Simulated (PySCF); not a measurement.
# EPR parameters of C6H9F2

C₆H₉F₂ (doublet state).
Geometry (GFN2-xTB, Å), atoms numbered from 1 in this order:
```
atom  x, y, z in Å
C1    -2.3530   -0.3282   -1.1771
C2    -1.6500    0.6856   -0.2693
C3    -0.2225    0.3392   -0.0793
C4     0.3831    0.2352    1.1505
C5     1.7023   -0.1034    1.3716
C6     2.6584   -0.4184    0.2771
F7     2.8287    0.6333   -0.5828
F8     2.2229   -1.4443   -0.5161
H9    -3.3898   -0.0411   -1.3335
H10   -2.3296   -1.3166   -0.7252
H11   -1.8575   -0.3814   -2.1433
H12   -2.1606    0.7451    0.6942
H13   -1.7148    1.6715   -0.7454
H14    0.3454    0.1527   -0.9779
H15   -0.2192    0.4342    2.0287
H16    2.0925   -0.1534    2.3732
H17    3.6568   -0.6979    0.6447
```

The hyperfine couplings belong to this conformer and change with its torsions.

As a line formula: `CC[CH]/C=C\C(F)F` [radical].

Level of theory: UKS B3LYP, pcH-1 on C F H, non-relativistic, mean-field spin-orbit, GIAO (PySCF). The structure is a single GFN2-xTB conformer in the gas phase; no vibrational or solvent corrections. Couplings are sensitive to structure, and on GFN2-xTB geometries they can be far from those on DFT ones. Stability of the SCF solution: not tested. ⟨S²⟩ is 0.774 where a pure state has 0.75.

- g1, g2, g3: 2.00235, 2.00260, 2.00284
- g_iso: 2.00260
- Form of g: rhombic: the two nearest values differ by 49 % of g3 − g1
- ⟨S²⟩: 0.7743 (exact 0.7500)
- α and β electrons: 32, 31
- HOMO–LUMO gap, α and β orbitals: 5.93, 5.46 eV
- Total energy: -433.71875 Eh
- Basis functions: 290

Isotropic coupling and dipolar principal values T1 to T3, in mT (MHz turned into mT with g_iso):

| atom | isotope | a_iso | T1 | T2 | T3 | Mulliken spin population |
| --- | --- | --- | --- | --- | --- | --- |
| C1 | 13C | 1.21 | -0.09 | -0.08 | 0.17 | 0.02 |
| C2 | 13C | -0.72 | -0.06 | 0.02 | 0.04 | -0.05 |
| C3 | 13C | 1.87 | -1.74 | -1.70 | 3.45 | 0.62 |
| C4 | 13C | -1.62 | -0.93 | 0.36 | 0.57 | -0.25 |
| C5 | 13C | 1.98 | -1.84 | -1.78 | 3.63 | 0.65 |
| C6 | 13C | -0.78 | -0.06 | 0.01 | 0.05 | -0.02 |
| F7 | 19F | 2.44 | -1.59 | -1.50 | 3.09 | 0.02 |
| F8 | 19F | 2.00 | -1.46 | -1.38 | 2.84 | 0.01 |
| H9 | 1H | 0.20 | -0.06 | -0.04 | 0.11 | 0.00 |
| H10 | 1H | -0.08 | -0.12 | -0.04 | 0.16 | 0.00 |
| H11 | 1H | -0.05 | -0.09 | -0.06 | 0.15 | 0.00 |
| H12 | 1H | 0.14 | -0.11 | -0.09 | 0.19 | 0.00 |
| H13 | 1H | 2.78 | -0.13 | -0.08 | 0.21 | 0.03 |
| H14 | 1H | -1.35 | -0.71 | -0.08 | 0.79 | -0.02 |
| H15 | 1H | 0.39 | -0.18 | -0.04 | 0.22 | 0.01 |
| H16 | 1H | -1.51 | -0.89 | -0.02 | 0.91 | -0.03 |
| H17 | 1H | -0.03 | -0.15 | -0.10 | 0.25 | 0.00 |

The largest Mulliken spin populations are on C5 (+0.65), C3 (+0.62) and C4 (-0.25). The angles at C5 add up to 360.0°, so it is planar; its axial dipolar tensor and the negative coupling of its proton fit spin in a p orbital normal to that plane.

Axes: g1 points within 2° of the C4–C5 bond.

Under fast tumbling the dipolar parts average out, and these isotropic splittings remain: 2 × 19F (F7/F8, I = 1/2, 3 lines) with 2.22 mT, 1 × 1H (H16, I = 1/2, 2 lines) with 1.51 mT, 2 × 1H (H12/H13, I = 1/2, 3 lines) with 1.46 mT, 1 × 1H (H14, I = 1/2, 2 lines) with 1.35 mT and 1 × 1H (H15, I = 1/2, 2 lines) with 0.39 mT.

Nuclei that the bonding pattern makes equivalent are averaged, as if the motion that swaps them (rotation, inversion, ring flip) were fast. The 1H value of +40.9 MHz is a mean of couplings from 3.9 to 78.0 MHz in this one geometry, not an average over conformers. The 19F value of +62.2 MHz is a mean of couplings from 56.0 to 68.4 MHz in this one geometry, not an average over conformers.

The 13C coupling of C5 (55.6 MHz) shows only in satellite lines or after enrichment, since that isotope makes up about 1.07 % of natural carbon.

β density exceeds α density at some nuclei, such as C4 (-0.0404), C6 (-0.0193) and C2 (-0.0179), spin density in bohr⁻³. In a single determinant that takes different orbitals for the two spins, that is spin polarisation.
